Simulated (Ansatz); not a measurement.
SnCl2⁺ (the lowest doublet isomer of a short search) was relaxed with PBE0-D4 (def2-TZVP) in Ansatz in these states: charge +1 doublet, charge +1 quartet. The geometries follow in no particular order.

In the def2 sets Sn takes a core potential; there is no spin–orbit coupling.

A:

Cartesian coordinates in Å:
```
Sn 0.5960 0.1097 0.4471
Cl 0.4638 1.1947 -1.5458
Cl -1.0598 -1.3044 1.0987
```

B:

Cartesian coordinates in Å:
```
Sn -0.3876 -0.6421 1.0784
Cl -1.1175 0.6682 -0.8039
Cl 1.5051 -0.0261 -0.2745
```

Problem. Judge from the bond lengths which geometry belongs to which state (an estimate).

Solution. A is the charge +1 doublet (Sn1–Cl2 2.273 Å, Sn1–Cl3 2.273 Å); B is the charge +1 quartet (Sn1–Cl2 2.407 Å, Sn1–Cl3 2.407 Å).

At PBE0-D4/def2-TZVP a doublet lies 3.95 eV below the charge +1 quartet. These are the stationary points nearest to one start from a short search; other shapes may lie lower in each state.
